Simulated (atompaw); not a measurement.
## Sn: one change to a PAW (atompaw) potential, before and after

atompaw 4.2.0.5 input, output lines left out:

```
Sn 50
LDA-PW scalarrelativistic loggrid 1500 logderivrange -3 5 201
5 5 4 0 0 0
5 1 2
0 0 0
c
c
c
c
v
c
c
c
v
c
c
2
2.65 2.45 2.40 2.10
y
3.15
n
y
0.6
n
y
0.45
y
1.8
n
custom polynom2 7 10 vanderbiltortho sinc
3 0 vpsmatchnc
2.65
2.65
2.65
2.65
2.65
2.65
```

Change: all radii scaled by about 1.19 (s 3.16, p 3.16, d 3.16 bohr); local potential vpsmatchnc scheme with l = 3 at 0 Ry, radius 2.86 bohr; augmentation sinc compensation charge, radius 2.92 bohr; PAW radius 3.16 bohr; waves and projectors: custom polynom2 7 10 vanderbiltortho; core correction smooth core density matched at 2.50 bohr.

Cutoffs: the cutoffs (Ry, on a coarse ladder) from which the occupation-weighted sum of valence levels, in a spherical-Bessel basis at the reference potential, stays within 10 and 1 mRy of its value at 400 Ry; they do not see the model core or the augmentation charge, which bear on the density cutoff.

What does the change do?

The potential gets softer (10 Ry and 25 Ry → 8 Ry and 15 Ry); the bound ghosts move from p, s to s. A larger radius leaves more room for a smooth pseudo-wave, so fewer plane waves are needed.

```csv
quantity,base,changed
"cutoff, loose",10 Ry,8 Ry
"cutoff, tight",25 Ry,15 Ry
loose cutoff by channel (10 mRy a level),"s 6 Ry, p 8 Ry","s 6 Ry, p 6 Ry"
bound ghosts,"s, p",s
lowest overlap eigenvalue by channel,"s 0.69, p 0.91, d 1.00","s 0.52, p 0.86, d 0.99"
```

 A true bound ghost makes a file unfit for plane-wave use even where its test errors are small: the radial tests pick states by their node count and pass the ghost by. The cutoffs see the waves, projectors and local potential, not the compensation charge or the core.
